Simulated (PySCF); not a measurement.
## Nd(NH2)2: from a saddle point downhill

PySCF 2.14.0, RKS PBE0, Nd lcecp-0-SVP with ECP50, N def2-SVP, H def2-SVP; non-relativistic Hamiltonian with scalar-relativistic core potentials where named; density fitting; no spin-orbit coupling. Relaxed within the symmetry of its start, the geometry (C2v) is

```xyz
7

Nd    0.0000    0.0000   -0.1959
N     2.1431    0.0000    0.8203
H     2.6560   -0.8007    1.1989
H     2.6560    0.8007    1.1989
N    -2.1431    0.0000    0.8203
H    -2.6560    0.8007    1.1989
H    -2.6560   -0.8007    1.1989
```

and its lowest harmonic modes are -230, -205, 78, 256, 272, 427 cm⁻¹ (negative: unstable). It was moved along the lowest mode and relaxed again, within the group Cs that the move left.

Question: Where does it end, and how much lower?

Answer: In C2v, 0.205 eV lower, after 22 steps:
```xyz
7

Nd    0.0000   -0.8948   -0.0975
N     1.9398   -0.0281    0.8683
H     2.9288   -0.1888    0.6650
H     1.9482    0.6483    1.6356
N    -1.9398   -0.0281    0.8683
H    -1.9482    0.6483    1.6356
H    -2.9288   -0.1888    0.6650
```

Question: How do the contacts change?

Answer: 
| contact | saddle (Å) | end (Å) |
| --- | --- | --- |
| Nd1–N2 (NH2) | 2.372 | 2.334 |
| Nd1–N5 (NH2) | 2.372 | 2.334 |


Question: Is the end a minimum?

Answer: Yes; lowest modes 87, 172, 187, 273, 341, 449 cm⁻¹.

An lcecp potential fixes the number of 4f electrons, so in runs with it no electron can move into or out of that shell; real Nd(II) is rare or takes another configuration.

State: singlet in the valence, with the 4f electrons in the core potential.
